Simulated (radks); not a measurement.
Results of a calculation; reference values are marked as such.
Excited configurations of Zn II: one electron is placed in a higher orbital outside [Ar] 3d10. The ground configuration is [Ar] 3d10 4s1. Level of theory: Dirac Kohn-Sham, LDA (Slater exchange, Perdew-Wang correlation), spin-unpolarised, spherical densities, finite nucleus; open shells fill j = l - 1/2 first; Fermi nuclear charge, rms radius 3.9283 fm (a radial shooting solver on a logarithmic mesh with Libxc functionals). Excitation = E - E(ground); binding = E(ion) - E, where the ion is the core of charge +2; n* = 2/sqrt(2 binding) in atomic units, and the quantum defect is n - n*.

5s1/2: excitation (eV) 11.410; binding (eV) 7.353; eigenvalue (eV) -5.776; <r> (bohr) 5.720
5d3/2: excitation (eV) 15.208; binding (eV) 3.555; eigenvalue (eV) -2.719; <r> (bohr) 10.37
5f5/2: excitation (eV) 16.460; binding (eV) 2.303; eigenvalue (eV) -1.771; <r> (bohr) 15.30
6s1/2: excitation (eV) 14.732; binding (eV) 4.031; eigenvalue (eV) -3.220; <r> (bohr) 10.45
6d3/2: excitation (eV) 16.428; binding (eV) 2.336; eigenvalue (eV) -1.845; <r> (bohr) 16.77
7s1/2: excitation (eV) 16.205; binding (eV) 2.559; eigenvalue (eV) -2.070; <r> (bohr) 16.59

The Delta-SCF ionisation energy is 18.763 eV (NIST Atomic Spectra Database: 17.964 eV, measured). Self-interaction in the functional shifts the binding energies and quantum defects, so they are the method's values and not measured ones. Spin polarisation and multiplet splitting are left out, so open shells lie too high by an amount that depends on their filling.

Beside tabulated values, note that spin-unpolarised runs miss the spin-polarisation part of the exchange energy of open shells.
